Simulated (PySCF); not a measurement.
C₉H₁₃N.
SMILES with atom numbers: `[CH3:1][N:2]([CH3:3])[CH2:4][c:5]1[cH:6][cH:7][cH:8][cH:9][cH:10]1` (hydrogens: H11, H12, H13 on C1; H14, H15, H16 on C3; H17, H18 on C4; H19 on C6; H20 on C7; H21 on C8; H22 on C9; H23 on C10)

A GFN2-xTB structure was refined with PBE0-D3(BJ)/def2-SVP geometry optimisation, gas phase (PySCF 2.14.0). Its GFN2-xTB values:

| coordinate | GFN2-xTB |
| --- | --- |
| C1–N2 | 1.448 Å |
| C1–H11 | 1.089 Å |
| C1–H12 | 1.102 Å |
| N2–C4 | 1.456 Å |
| C4–C5 | 1.504 Å |
| C4–H17 | 1.096 Å |
| C4–H18 | 1.106 Å |
| C5–C6 | 1.387 Å |
| C6–C7 | 1.385 Å |
| C6–H19 | 1.081 Å |
| C7–C8 | 1.384 Å |
| C7–H20 | 1.080 Å |
| C8–H21 | 1.080 Å |
| C10–H23 | 1.079 Å |
| C1–N2–C3 | 111.1° |
| C1–N2–C4 | 111.4° |
| N2–C4–C5 | 111.2° |
| C4–C5–C6 | 121.3° |
| C4–C5–C10 | 119.6° |
| C5–C6–C7 | 120.5° |
| C6–C5–C10 | 119.0° |
| C7–C8–C9 | 119.7° |
| C1–N2–C4–C5 | -64° |
| N2–C4–C5–C6 | 129° |

Task: How do these coordinates change at the PBE0-D3(BJ)/def2-SVP level?

Result: 
```json
{"coordinate": "C10–H23", "PBE0-D3(BJ)/def2-SVP (Å or °)": "1.093", "change": "+0.014"}
{"coordinate": "C6–H19", "PBE0-D3(BJ)/def2-SVP (Å or °)": "1.094", "change": "+0.013"}
{"coordinate": "C7–H20", "PBE0-D3(BJ)/def2-SVP (Å or °)": "1.093", "change": "+0.013"}
{"coordinate": "C8–H21", "PBE0-D3(BJ)/def2-SVP (Å or °)": "1.093", "change": "+0.013"}
{"coordinate": "N2–C4", "PBE0-D3(BJ)/def2-SVP (Å or °)": "1.444", "change": "-0.012"}
{"coordinate": "C1–H12", "PBE0-D3(BJ)/def2-SVP (Å or °)": "1.114", "change": "+0.012"}
{"coordinate": "C1–H11", "PBE0-D3(BJ)/def2-SVP (Å or °)": "1.100", "change": "+0.011"}
{"coordinate": "C6–C7", "PBE0-D3(BJ)/def2-SVP (Å or °)": "1.395", "change": "+0.010"}
{"coordinate": "C5–C6", "PBE0-D3(BJ)/def2-SVP (Å or °)": "1.397", "change": "+0.010"}
{"coordinate": "C7–C8", "PBE0-D3(BJ)/def2-SVP (Å or °)": "1.393", "change": "+0.009"}
{"coordinate": "C4–H18", "PBE0-D3(BJ)/def2-SVP (Å or °)": "1.115", "change": "+0.009"}
{"coordinate": "C4–H17", "PBE0-D3(BJ)/def2-SVP (Å or °)": "1.104", "change": "+0.008"}
{"coordinate": "C1–N2", "PBE0-D3(BJ)/def2-SVP (Å or °)": "1.441", "change": "-0.007"}
{"coordinate": "C4–C5", "PBE0-D3(BJ)/def2-SVP (Å or °)": "1.509", "change": "+0.005"}
{"coordinate": "N2–C4–C5", "PBE0-D3(BJ)/def2-SVP (Å or °)": "113.2", "change": "+2.0"}
{"coordinate": "C1–N2–C4", "PBE0-D3(BJ)/def2-SVP (Å or °)": "112.8", "change": "+1.4"}
{"coordinate": "C1–N2–C3", "PBE0-D3(BJ)/def2-SVP (Å or °)": "112.4", "change": "+1.3"}
{"coordinate": "C4–C5–C10", "PBE0-D3(BJ)/def2-SVP (Å or °)": "120.1", "change": "+0.5"}
{"coordinate": "C4–C5–C6", "PBE0-D3(BJ)/def2-SVP (Å or °)": "121.1", "change": "-0.2"}
{"coordinate": "C5–C6–C7", "PBE0-D3(BJ)/def2-SVP (Å or °)": "120.8", "change": "+0.3"}
{"coordinate": "C6–C5–C10", "PBE0-D3(BJ)/def2-SVP (Å or °)": "118.8", "change": "-0.2"}
{"coordinate": "C7–C8–C9", "PBE0-D3(BJ)/def2-SVP (Å or °)": "119.6", "change": "-0.1"}
{"coordinate": "N2–C4–C5–C6", "PBE0-D3(BJ)/def2-SVP (Å or °)": "141", "change": "+12"}
{"coordinate": "C1–N2–C4–C5", "PBE0-D3(BJ)/def2-SVP (Å or °)": "-67", "change": "-3"}
```

The energy falls by 1.6 kcal/mol over 9 energy and gradient evaluations, the largest force component goes from 0.0125 to 2.9e-04 Eh/bohr, and the atoms move by 0.174 Å rms after alignment. Among the bonds, C6–H19, C7–H20, C8–H21 and C10–H23 change most and about equally (+0.013 to +0.014 Å). Bonds longer at the end by more than 0.005 Å: 19 of 23; shorter: 3. Among the dihedrals that turn most is H17–C4–C5–C6, from -113° to -100°. Rotational constants go from 3285, 763.8, 719.2 to 3288, 745.1, 695.5 MHz.

The run used 205 basis functions and 63 SCF cycles in all.

Whether it is a minimum is left open (no frequencies). One conformer, not necessarily the lowest.
